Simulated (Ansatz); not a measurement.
The cluster Sr5Te5⁺, relaxed as a doublet with UKS r2SCAN-D4/def2-SVP in Ansatz, starting from packed atoms. Force threshold 0.03 eV/Å.

In the def2 sets Sr, Te take a core potential; there is no spin–orbit coupling. The relaxation made no stability test and no search for a lower SCF solution. The structure comes from a short search, and lower isomers may exist.

Start:

Cartesian coordinates in Å:
```
Sr 0.663 1.625 -0.838
Sr -1.807 -1.908 3.002
Sr -3.866 1.258 0.440
Sr 3.099 2.595 2.955
Sr 0.679 -3.218 -1.455
Te 0.255 0.954 2.402
Te 2.707 -0.838 0.011
Te 1.696 -0.443 -3.115
Te -1.994 1.015 -3.169
Te -1.431 -1.039 -0.235
```

```
step  energy (eV)  largest force component (eV/Å)  SCF passes
   1  -40664.9106                           1.436          77
   2  -40666.5422                           1.079          35
   3  -40667.7243                           1.012          32
   4  -40668.4260                           0.893          38
   5  -40669.0001                           0.937          40
   6  -40669.4088                           0.720          29
   7  -40669.7672                           0.351          29
   8  -40670.0600                           0.348          29
   9  -40670.3189                           0.450          28
  10  -40670.6042                           0.586          29
  11  -40670.9194                           0.776          32
  13  -40671.5129                           0.505          32
  15  -40671.7751                           0.187          34
  17  -40671.9003                           0.169          31
  19  -40671.9179                           0.069          30
  21  -40671.9295                           0.081          30
  23  -40671.9874                           0.204          32
  25  -40672.1521                           0.345          44
  27  -40672.5824                           0.528          36
  29  -40673.1283                           0.623          38
  31  -40673.3730                           0.626          29
  33  -40673.4111                           0.074          28
  35  -40673.4141                           0.017          23
```

Force components are those of the run's own axes.

End:

Cartesian coordinates in Å:
```
Sr -0.3399 1.1089 -1.7985
Sr -0.4242 -1.1910 2.4523
Sr -3.2630 0.9919 0.5245
Sr 2.8196 0.8688 0.9610
Sr 1.4529 -2.5885 -0.9381
Te -0.3204 1.9018 1.5121
Te 2.4763 -2.1015 2.0265
Te 2.6116 0.1031 -2.0839
Te -3.2735 2.5930 -2.1942
Te -1.7395 -1.6866 -0.4617
```

Bonds lost: Sr1–Te7 (atoms count from 1). Bonds formed: Sr2–Te7, Sr3–Te6, Sr4–Te7, Sr4–Te8 (atoms count from 1). Metal–metal contacts that move far: Sr4–Sr5 7.69 to 4.17 Å, Sr2–Sr4 6.66 to 4.12 Å, Sr2–Sr5 5.27 to 4.12 Å, Sr1–Sr3 4.72 to 3.74 Å, Sr1–Sr5 4.88 to 4.20 Å.

No frequencies were taken in this run, so the end may be a saddle point.

Run time 12 min (4 threads of Intel Xeon Platinum 8488C on a shared host), peak host memory 0.86 GiB.
